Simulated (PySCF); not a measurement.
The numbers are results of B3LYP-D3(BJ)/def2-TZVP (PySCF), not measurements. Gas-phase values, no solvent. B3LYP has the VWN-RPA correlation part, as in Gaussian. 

Reference species (SMILES): `[C]1=CC1` (neutral, multiplicity 2).

```
Quantity       Result
-------------  ------
dipole moment  1.72 D
```

Changed species: `C1[CH]C=1` (H atom removed from C3; the reference has H atom removed from C1).

Problem. Give the shifts of the dipole moment.

Solution. the dipole moment decreases by 0.20 D, to 1.52 D.
